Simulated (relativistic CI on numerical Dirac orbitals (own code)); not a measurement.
**K I: calculation against measurement**

Method of calculation: Dirac-Coulomb-Breit CI, orbitals from a KLI potential per configuration, a model potential for QED, valence Slater integrals scaled by 0.85, P86 correlation energy added to each configuration (own radial code, finite nucleus).

Configuration list (outside the closed core [Ar]): 4s, 4p, 3d, 5p, 4d, 4f, 5s, 6s, 6p, 5d, 7s, 5g, 5f, 7p, 6d, 8s, 8p. Levels of other configurations are missing.

```
Configuration  Term (tabulated)    J  Measured (cm⁻¹)  Computed  Error  Purity (%)
           4s                2S  1/2              0.0         0      0         100
           4p               2P°  1/2          12985.2     11941  -1044         100
           4p               2P°  3/2          13042.9     11985  -1058         100
           3d                2D  5/2          21534.7     20858   -677         100
           3d                2D  3/2          21537.0     20864   -673         100
           5p               2P°  1/2          24701.4     24181   -520         100
           5p               2P°  3/2          24720.1     24195   -525         100
```

Measured levels from NIST Handbook of Basic Atomic Spectroscopic Data (Sansonetti and Martin, J. Phys. Chem. Ref. Data 34, 1559 (2005)); pairs were made by configuration, J and term (by order where the table uses no LS term), so strongly mixed levels may be paired wrongly.

Mean error by configuration (cm⁻¹): 4p -1051; 3d -675; 5p -522. Over the excited levels the mean absolute error is 749 cm⁻¹ (6 of the 6 excited levels that our extract of the source holds in range could be paired), and the median relative error of those above 1,000 cm⁻¹ is 3.1 %.

Transition probabilities of persistent lines. The last column rescales the computed rate by the cube of measured over computed energy:

```tsv
λ measured (Å)	Lower	Upper	A tabulated (s⁻¹)	A computed	A rescaled
4044.14 air	4s 2S_1/2	5p 2P°_3/2	1.16e+06	2.43e+06	2.59e+06
4047.21 air	4s 2S_1/2	5p 2P°_1/2	1.07e+06	2.30e+06	2.45e+06
7664.90 air	4s 2S_1/2	4p 2P°_3/2	3.79e+07	3.57e+07	4.60e+07
7698.96 air	4s 2S_1/2	4p 2P°_1/2	3.74e+07	3.53e+07	4.54e+07
11690.21 air	4p 2P°_1/2	3d 2D_3/2	2.20e+07	2.61e+07	2.29e+07
11769.62 air	4p 2P°_3/2	3d 2D_3/2	4.34e+06	5.16e+06	4.52e+06
11772.83 air	4p 2P°_3/2	3d 2D_5/2	2.59e+07	3.09e+07	2.71e+07
```
